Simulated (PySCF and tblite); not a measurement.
Values are calculated unless marked as measured or tabulated.
Stationary points of C5H10N2 at PBE0-D3(BJ)/def2-SVP, in Å:

Structure A

```
 1 C    -1.614    1.141    1.478
 2 N    -1.206    0.468    0.276
 3 C    -1.433   -0.799    0.053
 4 C    -0.932   -1.210   -1.243
 5 C     0.485   -1.251   -0.946
 6 N     0.995   -0.051   -0.870
 7 C     2.384    0.199   -0.605
 8 H    -1.977    0.433    2.246
 9 H    -2.422    1.864    1.277
10 H    -0.769    1.709    1.897
11 H    -1.759   -1.470    0.871
12 H    -1.069   -0.337   -1.900
13 H     1.054   -2.133   -0.595
14 H    -0.038    0.601   -0.345
15 H     2.892    0.617   -1.490
16 H     2.921   -0.721   -0.309
17 H     2.487    0.939    0.205
```

Structure B

```
 1 C    -3.281    0.484    1.704
 2 N    -2.119    1.048    1.090
 3 C    -1.211    0.255    0.677
 4 C     0.004    0.699    0.037
 5 C     0.946   -0.180   -0.386
 6 N     2.146    0.117   -0.949
 7 C     2.946   -0.850   -1.647
 8 H    -3.273   -0.625    1.763
 9 H    -4.188    0.791    1.154
10 H    -3.400    0.880    2.728
11 H    -1.319   -0.849    0.793
12 H     0.135    1.778   -0.088
13 H     0.769   -1.255   -0.251
14 H     2.317    1.092   -1.160
15 H     2.654   -0.986   -2.706
16 H     2.862   -1.827   -1.149
17 H     4.006   -0.559   -1.621
```

The path came from a restrained scan, a climbing-image band and a saddle search at GFN2-xTB; energies are PBE0/pcSseg-1 + D3(BJ)//PBE0-D3(BJ)/def2-SVP, thermal terms GFN2-xTB.

**Question.** Which structure is a saddle point, and along which motion?

**Answer.** A: one imaginary mode (1466i cm⁻¹ at GFN2-xTB, mostly on H14), along the shift of hydrogen on N6 from N6 to N2.

**Question.** Give their symmetry and energies above the lowest.

**Answer.** A Cs, 70.1 kcal/mol; B C1, 0.0 kcal/mol.

Tunnelling of the moving H, left out here, will speed the real process. In real samples such hydrogens mostly exchange between molecules or through solvent, far faster than by this path.
